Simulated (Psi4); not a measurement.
C4H5O3 (SMILES [CH2]C1COC(=O)O1), doublet, at a GFN2-xTB geometry; PBE0/STO-3G (Psi4).

Psi4 was given this input:
```
memory 2 GB

molecule {
0 2
C    -2.15067560    0.74350382    0.15158791
C    -1.05986199    0.08425735   -0.57504673
C    -0.61103755   -1.28156411    0.06243273
O     0.71985863   -1.05379853    0.45559543
C     1.12041832    0.18444962    0.10502653
O     2.20097324    0.62109308    0.31602604
O     0.13788609    0.85047907   -0.51530029
H    -1.92380132    1.40052163    0.96689958
H    -3.16763097    0.57378294   -0.13574301
H    -1.31982611   -0.06193467   -1.63134197
H    -1.20932328   -1.53438179    0.94204435
H    -0.64222117   -2.10405719   -0.65643091
}

set {
  basis sto-3g
  reference uks
}

energy('pbe0')
print_variables()
```

### Question
Write the output that Psi4 gives for this input, abridged.

### Answer

```
   => Loading Basis Set <=

    Name: STO-3G
    Role: ORBITAL
    Keyword: BASIS

         ---------------------------------------------------------
                                   SCF
               by Justin Turney, Rob Parrish, Andy Simmonett
                          and Daniel G. A. Smith
                              UKS Reference
         ---------------------------------------------------------

  ==> Geometry <==

    Molecular point group: c1
    Full point group: C1

    Geometry (in Angstrom), charge = 0, multiplicity = 2:

       Center              X                  Y                   Z               Mass
    ------------   -----------------  -----------------  -----------------  -----------------
         C           -2.231672213041     0.726572792386     0.146547099625    12.000000000000
         C           -1.140858603041     0.067326322386    -0.580087540375    12.000000000000
         C           -0.692034163041    -1.298495137614     0.057391919625    12.000000000000
         O            0.638862016959    -1.070729557614     0.450554619625    15.994914619570
         C            1.039421706959     0.167518592386     0.099985719625    12.000000000000
         O            2.119976626959     0.604162052386     0.310985229625    15.994914619570
         O            0.056889476959     0.833548042386    -0.520341100375    15.994914619570
         H           -2.004797933041     1.383590602386     0.961858769625     1.007825032230
         H           -3.248627583041     0.556851912386    -0.140783820375     1.007825032230
         H           -1.400822723041    -0.078865697614    -1.636382780375     1.007825032230
         H           -1.290319893041    -1.551312817614     0.937003539625     1.007825032230
         H           -0.723217783041    -2.120988217614    -0.661471720375     1.007825032230

  Running in c1 symmetry.

  Rotational constants: A =      0.19195  B =      0.08100  C =      0.06315 [cm^-1]
  Rotational constants: A =   5754.46506  B =   2428.35205  C =   1893.19344 [MHz]
  Nuclear repulsion =  310.908031737636463

  Charge       = 0
  Multiplicity = 2
  Electrons    = 53
  Nalpha       = 27
  Nbeta        = 26

  ==> Algorithm <==

  SCF Algorithm Type is DF.
  DIIS enabled.
  MOM disabled.
  Fractional occupation disabled.
  Guess Type is SAD.
  Energy threshold   = 1.00e-06
  Density threshold  = 1.00e-06
  Integral threshold = 1.00e-12

  ==> Primary Basis <==

  Basis Set: STO-3G
    Blend: STO-3G
    Number of shells: 26
    Number of basis functions: 40
    Number of Cartesian functions: 40
    Spherical Harmonics?: true
    Max angular momentum: 1

  ==> DFT Potential <==

   => LibXC <=

    Version 7.1.2
    S. Lehtola, C. Steigemann, M. J. T. Oliveira, and M. A. L. Marques,  SoftwareX 7, 1–5 (2018) (10.1016/j.softx.2017.11.002)

   => Composite Functional: PBE0 <=

    PBE0 Hyb-GGA Exchange-Correlation Functional

    C. Adamo and V. Barone,  J. Chem. Phys. 110, 6158 (1999) (10.1063/1.478522)
    M. Ernzerhof and G. E. Scuseria,  J. Chem. Phys. 110, 5029 (1999) (10.1063/1.478401)

    Deriv               =              1
    GGA                 =           TRUE
    Meta                =          FALSE

    Exchange Hybrid     =           TRUE
    MP2 Hybrid          =          FALSE

   => Exchange Functionals <=

    0.7500   Perdew, Burke & Ernzerhof

   => Exact (HF) Exchange <=

    0.2500               HF

   => Correlation Functionals <=

    1.0000   Perdew, Burke & Ernzerhof

   => LibXC Density Thresholds  <==

    XC_HYB_GGA_XC_PBEH:  1.00E-15

   => Molecular Quadrature <=

    Radial Scheme          =       TREUTLER
    Pruning Scheme         =           NONE
    Nuclear Scheme         =       TREUTLER

    Blocking Scheme        =         OCTREE
    BS radius alpha        =              1
    Pruning alpha          =              1
    Radial Points          =             75
    Spherical Points       =            302
[...]

  ==> Pre-Iterations <==

  SCF Guess: Superposition of Atomic Densities via on-the-fly atomic UHF (no occupation information).

   -------------------------
    Irrep   Nso     Nmo
   -------------------------
     A         40      40
   -------------------------
    Total      40      40
   -------------------------

  ==> Iterations <==

                           Total Energy        Delta E     RMS |[F,P]|

   @DF-UKS iter SAD:  -372.95848881328311   -3.72958e+02   0.00000e+00
   @DF-UKS iter   1:  -375.47396768598600   -2.51548e+00   1.32336e-02 DIIS/ADIIS
   @DF-UKS iter   2:  -375.00653765556410    4.67430e-01   2.81841e-02 DIIS/ADIIS
   @DF-UKS iter   3:  -375.64029203615263   -6.33754e-01   3.79588e-03 DIIS/ADIIS
   @DF-UKS iter   4:  -375.65254606174534   -1.22540e-02   1.18395e-03 DIIS/ADIIS
   @DF-UKS iter   5:  -375.65390224688468   -1.35619e-03   1.30761e-04 DIIS/ADIIS
   @DF-UKS iter   6:  -375.65392780204871   -2.55552e-05   6.59229e-05 DIIS
   @DF-UKS iter   7:  -375.65393288581009   -5.08376e-06   3.47630e-05 DIIS
   @DF-UKS iter   8:  -375.65393415125868   -1.26545e-06   9.17765e-06 DIIS
   @DF-UKS iter   9:  -375.65393425111790   -9.98592e-08   2.22822e-06 DIIS
   @DF-UKS iter  10:  -375.65393425758089   -6.46298e-09   6.65379e-07 DIIS
  Energy and wave function converged.

  ==> Post-Iterations <==

   Electrons on quadrature grid:
      Nalpha   =   27.0000120749 ; deviation = 1.207e-05
      Nbeta    =   26.0000113751 ; deviation = 1.138e-05
      Ntotal   =   53.0000234500 ; deviation = 2.345e-05

   @Spin Contamination Metric:   4.864666504E-03
   @S^2 Expected:                7.500000000E-01
   @S^2 Observed:                7.548646665E-01
   @S   Expected:                5.000000000E-01
   @S   Observed:                5.000000000E-01

    Orbital Energies [Eh]
    ---------------------

    Alpha Occupied:

[...]
    Alpha Virtual:

[...]
      40A      0.736606

    Beta Occupied:

[...]
    Beta Virtual:

[...]
    Final Occupation by Irrep:
              A
    DOCC [    26 ]
    SOCC [     1 ]
    NA   [    27 ]
    NB   [    26 ]

  @DF-UKS Final Energy:  -375.65393425758089

   => Energetics <=

    Nuclear Repulsion Energy =            310.9080317376364633
    One-Electron Energy =               -1131.3757743228225081
    Two-Electron Energy =                 482.0888385611600029
    DFT Exchange-Correlation Energy =     -37.2750302335548724
    Empirical Dispersion Energy =           0.0000000000000000
    VV10 Nonlocal Energy =                  0.0000000000000000
    Total Energy =                       -375.6539342575808860

  UHF NO Occupations:
  HONO-2 :   25  A 1.9996087
  HONO-1 :   26  A 1.9986182
  HONO-0 :   27  A 1.0000000
  LUNO+0 :   28  A 0.0013818
  LUNO+1 :   29  A 0.0003913
  LUNO+2 :   30  A 0.0003722
  LUNO+3 :   31  A 0.0002480

Computation Completed

Properties will be evaluated at   0.000000,   0.000000,   0.000000 [a0]

Properties computed using the SCF density matrix

 Multipole Moments:

 ------------------------------------------------------------------------------------
     Multipole            Electronic (a.u.)      Nuclear  (a.u.)        Total (a.u.)
 ------------------------------------------------------------------------------------

 L = 1.  Multiply by 2.5417464519 to convert [e a0] to [Debye]
 Dipole X            :          6.6903302           -8.1122552           -1.4219250
 Dipole Y            :          1.1685337           -1.6957354           -0.5272016
 Dipole Z            :          0.2607354           -0.5048646           -0.2441292
 Magnitude           :                                                    1.5360376

 ------------------------------------------------------------------------------------

  Variable Map:
  ----------------------------------------------------------------------------
[...]
  Array Variable Map:
  ----------------------------------------------------------------------------
[...]
[...]
```
